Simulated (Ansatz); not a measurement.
Input for Ansatz (a program for electronic structure): R-wB97M-V/def2-TZVPP on ethylmethylamine (SMILES CCNC), atoms moved off the minimum.

Ansatz 0.2 input:
```yaml
crystal:
  periodic: [false, false, false]
  atoms:
    - {symbol: C, position_ang: [-1.84539460, -0.17075806, 0.28671177]}
    - {symbol: C, position_ang: [-0.39557866, -0.58088517, -0.21442797]}
    - {symbol: N, position_ang: [0.50379854, 0.60560670, 0.17261265]}
    - {symbol: C, position_ang: [1.85451740, 0.18923344, -0.04375953]}
    - {symbol: H, position_ang: [-2.00715458, 0.63983985, -0.45808583]}
    - {symbol: H, position_ang: [-2.54890688, -0.71537629, 0.00692898]}
    - {symbol: H, position_ang: [-1.95795000, 0.11081476, 1.22739493]}
    - {symbol: H, position_ang: [-0.09700922, -1.54650500, 0.41109572]}
    - {symbol: H, position_ang: [-0.57511251, -0.78708481, -1.13508859]}
    - {symbol: H, position_ang: [0.44988776, 0.93565054, 1.20180081]}
    - {symbol: H, position_ang: [2.49201300, 1.10639950, 0.11052363]}
    - {symbol: H, position_ang: [1.92805691, -0.04389777, -1.09292489]}
    - {symbol: H, position_ang: [2.04728299, -0.82296014, 0.12103621]}
basis:
  gaussian:
    orbitals: def2-TZVPP
hamiltonian:
  xc: {name: wB97M-V}
scf: {lower_state_search: off}
output: {forces: true}
```

Program output:

```
WARN ansatz: RAYON_NUM_THREADS=6 ignored (pool sized by the plan → 6); use --threads N
Functional definition: wB97M-V
these checks for a lower state are left out or cut short: stability, starts, cluster_reference, orbital_swaps, neighbouring_geometries, increment
integrals: 0.19 GiB planned
1226 factors; their error is unknown
integrals: 0.23 GiB planned
336 factors; integrals over basis functions are off by at most 9.6e-6 eV
mean field: 1.91 GiB planned
mean field evaluation 1: about -4738.0174 eV, gradient 5.2e1 eV
mean field evaluation 2: about -4740.5739 eV, gradient 4.1e1 eV
mean field evaluation 4: about -4744.0190 eV, gradient 2.1e0 eV
mean field evaluation 8: about -4744.0369 eV, gradient 6.5e-2 eV
mean field evaluation 16: about -4744.0140 eV, gradient 1.4e-2 eV
mean field -4744.01403858 eV, -174.3393003097 hartree, gradient 3.0e-6 eV, S^2 0.000000; 0 other end points of the search recorded, 0 dependent functions left out
the calculation of the forces begins
reference -4744.01408719 eV, -174.3393020960 hartree; 17, 17 occupied and 233, 233 virtual orbitals, 1226 factors
Total energy: -4744.01408719 eV, -174.3393020960 hartree
Atom 0 at    -1.845395    -0.170758     0.286712 Å, force     6.871609     4.230869    -4.026463 eV/Å
Atom 1 at    -0.395579    -0.580885    -0.214428 Å, force    -0.486634     1.173796    10.707212 eV/Å
Atom 2 at     0.503799     0.605607     0.172613 Å, force    -1.239756    -1.069180     0.825527 eV/Å
Atom 3 at     1.854517     0.189233    -0.043760 Å, force     0.157643     2.540406    -2.317330 eV/Å
Atom 4 at    -2.007155     0.639840    -0.458086 Å, force    -0.117987     0.515610     1.130833 eV/Å
Atom 5 at    -2.548907    -0.715376     0.006929 Å, force    -5.857678    -5.859122    -2.052694 eV/Å
Atom 6 at    -1.957950     0.110815     1.227395 Å, force    -0.112088     1.408997     4.131363 eV/Å
Atom 7 at    -0.097009    -1.546505     0.411096 Å, force    -0.154817     1.655469    -1.532848 eV/Å
Atom 8 at    -0.575113    -0.787085    -1.135089 Å, force     0.240711    -0.911559    -6.255067 eV/Å
Atom 9 at     0.449888     0.935651     1.201801 Å, force    -0.699223    -1.337603    -2.255630 eV/Å
Atom 10 at     2.492013     1.106399     0.110524 Å, force     0.149833    -1.790880     0.414186 eV/Å
Atom 11 at     1.928057    -0.043898    -1.092925 Å, force     0.067730     1.028497    -1.406403 eV/Å
Atom 12 at     2.047283    -0.822960     0.121036 Å, force     1.180658    -1.585300     2.637311 eV/Å
Dipole moment:    -0.027679    -0.156531     0.083630 e Å
Checks for a lower state left out: stability, starts, cluster_reference, orbital_swaps, neighbouring_geometries, increment
```

The run converged.

Cost: roughly 23 core-seconds.
